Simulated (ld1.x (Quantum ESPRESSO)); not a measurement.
Which change was made? (Al, TM semilocal)

* Element: Al (Z = 13)
* Generator: ld1.x (Quantum ESPRESSO) 7.5
* Type: norm-conserving Troullier–Martins (semilocal form)
* Functional: PBE
* Relativity: scalar-relativistic
* Frozen core: [Ne]
* Valence charge: 3
* Reference configuration: 3s2 3p0 (charge +1)
* Partial waves: 3p (bound, empty): rc 1.70 bohr; 3s (bound): rc 2.10 bohr
* Local potential: the s channel
* Core correction: none

Cutoffs, loose and tight: the cutoffs (Ry, on a coarse ladder) from which the occupation-weighted sum of valence levels, in a spherical-Bessel basis at the reference potential, stays within 10 and 1 mRy of its value at 400 Ry. They do not see the model core or the augmentation charge, which bear on the density cutoff. Test errors are all-electron minus pseudo excitation energies from the reference, over the configurations 3s2 3p1; 3s1 3p0; 3s2 3p0.5; 3s2 3p1.3; 3s1 3p1; 3s1 3p2; 3s0 3p3; variants that change the core or the reference have their own tests. The largest error is taken over the tests solved by every variant that gives reliable tests at all, those not shown here included: 3s1 3p0; 3s2 3p0.5; 3s2 3p1.

The base gives: outcome: generated; cutoff, loose: 10 Ry; cutoff, tight: 30 Ry; bound ghosts: none; largest test error (meV): +27.

Q: After one change the result is: outcome: generated; cutoff, loose: 10 Ry; cutoff, tight: 30 Ry; bound ghosts: none; largest test error (meV): +27. Which change was it?
A. wave 3p (bound): rc 1.70 bohr becomes 3p (bound): rc 1.62 bohr
B. wave 3p (bound): rc 1.70 bohr becomes 3p (bound): rc 1.24 bohr
C. wave 3p (bound): rc 1.70 bohr becomes 3p (bound): rc 1.10 bohr

A: A. The others give: wave 3p (bound): rc 1.70 bohr becomes 3p (bound): rc 1.24 bohr → outcome: generated; cutoff, loose: 10 Ry; cutoff, tight: 30 Ry; bound ghosts: none; largest test error (meV): +67 | wave 3p (bound): rc 1.70 bohr becomes 3p (bound): rc 1.10 bohr → outcome: generated; cutoff, loose: 10 Ry; cutoff, tight: 30 Ry; bound ghosts: p; largest test error (meV): -3291.
